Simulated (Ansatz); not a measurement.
Species: InCl2, charge 0, doublet. InCl2 (SMILES [In]([Cl])[Cl], doublet).
B3LYP-D3(BJ)/def2-TZVP minimum from Ansatz (an electronic-structure program):
```xyz
3

In     0.3131    -0.0015     0.3760
Cl     1.1129     0.3574    -1.8430
Cl    -2.0154    -0.3530     0.7594
```
Charge 0, spin multiplicity 2.

Total energies in def2-SVP, 17 correlated electrons, 19 frozen orbitals. UHF or UKS for unpaired electrons; spin-orbit terms are left out. Cores are frozen in correlated methods (noble-gas shells, and filled d and f shells in the p block). Past Kr the def2 sets carry scalar-relativistic core potentials. Spin-orbit terms, left out, reach several kcal/mol for Br and I, and more for heavier atoms. The spin of Cl2In ([Cl][In][Cl], doublet) was assumed, and the state is the lowest solution found for it.

| method | program | energy (Eh) | minus CCSDT(Q) (mEh) |
|---|---|---|---|
| HF | Ansatz | -1108.01824 | 333.58 |
| MP2 | Ansatz | -1108.31547 | 36.35 |
| CCSD | Ansatz | -1108.34291 | 8.91 |
| CCSD(T) | Ansatz | -1108.35019 | 1.62 |
| CCSDT(Q) | Ansatz | -1108.35182 | 0.00 |

Rough core times of Ansatz's runs on a shared machine: CCSD(T) under 20 s, CCSDT(Q) 3 min.
